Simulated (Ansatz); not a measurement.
A nudged elastic band was laid between two geometries of BH$_{4}$LiSSi (8 atoms, charge 0, multiplicity 1).

The calculation used RKS LDA/def2-SVP in Ansatz.

```json
{
 "movable images": "9",
 "climbing image": "yes",
 "spring": "5.0 eV/Å²",
 "optimiser": "quadratic models (default)",
 "start path": "IDPP",
 "force threshold": "0.05 eV/Å",
 "iteration limit": "60",
 "end points": "relaxed"
}
```

Initial state:

```xyz
8
Properties=species:S:1:pos:R:3
Li -0.838 -1.123 0.909
Si -0.408 1.206 1.067
S 1.177 0.000 -0.091
B 0.264 -1.145 -1.051
H -0.646 2.258 -0.006
H 0.590 1.940 1.951
H -0.961 -1.305 -0.896
H 0.823 -1.832 -1.883
```

Final state:

```xyz
8
Properties=species:S:1:pos:R:3
Li -1.503 -0.718 -0.042
Si -0.637 1.343 0.744
S 0.561 0.371 -0.968
B 0.584 -1.339 -0.595
H -0.707 2.721 0.102
H 0.540 1.545 1.687
H -0.107 -1.822 0.322
H 1.268 -2.101 -1.249
```

Problem. Which bonds break or form, and what moves?

Solution. No bond is made or broken. The dihedral H7–Li1–B4–H8 goes from -87 to 87°. The two ends are copies of one structure, up to a mirror image or an exchange of like atoms.

Problem. What energy profile does the band end with?

Solution. The forces met the threshold. The highest image is number 5 of 0 to 10, 2.5 kcal/mol above the ends, which have the same energy within 2 meV. A vibrational analysis at the climbing image gives one clearly imaginary mode, 123i cm⁻¹: a first-order saddle point.

```csv
image,path coordinate (Å),energy (kcal/mol),dihedral H7–Li1–B4–H8 (°)
0,0.00,0.0,-87
1,0.27,0.2,-80
2,0.55,0.9,-68
3,0.82,1.7,-51
4,1.10,2.3,-27
5,1.38,2.5,0
6,1.65,2.3,27
7,1.92,1.7,51
8,2.20,0.9,68
9,2.47,0.3,80
10,2.75,0.0,87
```

Problem. What is the geometry of the highest image?

Solution. 
```xyz
8
Properties=species:S:1:pos:R:3
Li -1.369 -0.815 0.591
Si -0.484 1.356 0.936
S 0.949 0.293 -0.528
B 0.425 -1.327 -0.882
H -0.637 2.614 0.093
H 0.610 1.821 1.888
H -0.578 -1.934 -0.455
H 1.085 -2.008 -1.642
```

Problem. What are the harmonic wavenumbers there?

Solution. 123i, 64, 264, 358, 376, 400, 505, 619, 647, 814, 824, 898, 921, 1289, 2073, 2080, 2342, 2586 cm⁻¹.

Time of the run: 70 s on 1 thread of Arm Neoverse V1 (shared host), peak memory 0.12 GiB.
